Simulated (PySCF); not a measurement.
Zn(F)2 anion (F₂Zn), SMILES [F][Zn][F] (connectivity only; charge and spin as stated), charge -1, multiplicity 2. Coordinates come from a PBE0-D3(BJ)/def2-SVPD optimisation. The multiplicity is an assumed one; other spin states were not compared. The isomer is the one that the SMILES or the coordinates give; other isomers of the formula were not compared.

Level of theory: PBE0-D3(BJ)/def2-SVPD run with PySCF.

Harmonic wavenumbers (cm⁻¹): 152, 472, 499. Rotational constants (GHz): 23.18, 5.082, 4.168; symmetry number 2.

Q: Work out the zero-point energy and the ideal-gas rigid-rotor harmonic-oscillator thermochemistry at 298.15 K and 1 atm.

A: ZPE = ½ Σ hcν = ½ × 1123 cm⁻¹ = 1.60 kcal/mol. H − E(el) = 4.67 kcal/mol. Entropy in cal/(mol K): translation 39.82, rotation 22.62, vibration 4.04, spin 1.38, total 67.86. G − E(el) = -15.56 kcal/mol. Cp = 12.41 cal/(mol K).
